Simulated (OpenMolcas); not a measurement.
**Levels of Cu+ by method**

* Program: OpenMolcas 26.06
* Basis: ANO-RCC-VQZP [7s6p4d3f2g1h]
* Scalar Hamiltonian: DKH2, point nucleus
* Active space: 10 electrons in 11 orbitals (3d 4s 4d)
* State averaging: 2S+1 = 1 even, 6 roots; 2S+1 = 3 even, 5 roots kept (CI in the orbitals of an earlier block)
* Spin-orbit coupling: state interaction with AMFI integrals over the reference wave functions, term energies averaged over their components

Methods on the same reference wave functions:
A. CASSCF
B. SS-CASPT2, IPEA 0.25 Eh, imaginary shift 0.1 Eh (closed shells correlated: 3s 3p)

Energies in cm-1 above 3d10 1S0, the measured ground level; measured values from NIST Handbook of Basic Atomic Spectroscopic Data.

```json
{"Level": "3d10 1S0", "A": "0.0", "B": "0.0", "Measured": "0.0"}
{"Level": "3d9 4s 3D3", "A": "13772", "B": "20168", "Measured": "21929"}
{"Level": "3d9 4s 3D2", "A": "14734", "B": "21063", "Measured": "22847"}
{"Level": "3d9 4s 3D1", "A": "15872", "B": "22269", "Measured": "23998"}
{"Level": "3d9 4s 1D2", "A": "18494", "B": "24251", "Measured": "26265"}
```

Deviations, from unrounded energies. A percentage is the sum of absolute deviations over the sum of measured energies, with the sign that they share, or ± where signs differ.

| Against measurement | Levels | A | B |
| --- | --- | --- | --- |
| mean absolute deviation (cm-1) | 4 | 8000 | 1800 |
| other configurations (%) | 4 | -33.8 | -7.7 |

B lies closest to measurement on these levels. The largest miss of B in the table is 3d9 4s 1D2, by -2000 cm-1. The ranking rests on the paired levels alone, and a cruder setting can come out closer through cancelling errors.

The lowest spin-free term lies below A's lowest term by 0.667 hartree in B.

Terms from blocks run as CI alone lack orbitals of their own. Active for correlation alone: 4d; no level in the range computed is led by a configuration that fills it, so any true level of that kind is missing. Without dynamic correlation excited terms often stand tens of per cent too high (terms of higher spin than the ground term too low), and those without a measured partner can miss by more than the paired ones (holds for A). Measured partners are found by configuration, term and J. A level has none where our copy of the source lacks it or the pairing is in doubt (some pairs that miss far off the trend of their configuration count as doubtful), and it then counts in no deviation. Only configurations of the active space appear.
